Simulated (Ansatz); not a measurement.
Coupled-cluster diagnostics for the cluster Hf3N3, Ansatz.

Geometry of the doublet (PBE0-D4/def2-SVP):

Cartesian coordinates in Å:
```
Hf -0.615 0.238 1.276
Hf 1.488 -0.864 -0.295
Hf -1.203 -0.450 -1.349
N -0.871 1.377 -0.571
N 0.804 -1.100 1.467
N 0.397 0.799 -0.529
```

In the def2 sets Hf takes a core potential; there is no spin–orbit coupling. Correlated methods freeze 3 core orbitals; core or outer-core shells of Hf are correlated, in sets that lack core-valence functions. The structure comes from a short search, and lower isomers may exist.

Geometry of the charge 0 quartet (PBE0-D4/def2-SVP):

Cartesian coordinates in Å:
```
Hf 0.650 0.783 -1.089
Hf 0.850 -1.143 1.006
Hf -1.448 0.837 1.096
N -1.435 0.287 -0.824
N 2.040 -0.058 0.013
N -0.658 -0.706 -0.202
```

(1) Estimate the CCSD(T) correlation energy, the shares of MP2 and (T), T1 and the reference's ⟨S²⟩ for: charge 0, doublet, own geometry in def2-SVP; charge 0, quartet, own geometry in def2-SVP; charge 1, singlet, vertical in def2-SVP; and the rough time on 4 threads of Arm Neoverse V1 on a shared host.

Answers

(1) 
```
                          state     basis  correlation (eV)  MP2 share (%)  (T) share (%)     T1  ⟨S²⟩ (pure)  wall time                      remarks
charge 0, doublet, own geometry  def2-SVP           -34.241           97.3            6.6  0.063  1.71 (0.75)    6.3 min  large T1, spin-contaminated
charge 0, quartet, own geometry  def2-SVP           -33.443           97.2            6.4  0.059  4.05 (3.75)    5.9 min  large T1, spin-contaminated
    charge 1, singlet, vertical  def2-SVP           -34.153          100.0            6.6  0.033  0.00 (0.00)       69 s      restricted SCF unstable
```
Customary marks for T1 are 0.02 (closed shells), 0.045 (open shells) and about 0.05 (3d metals). T1 exceeds 0.02 in 3 of 3 rows and 0.045 in 2; the higher it lies, the less the single-reference result can be trusted.
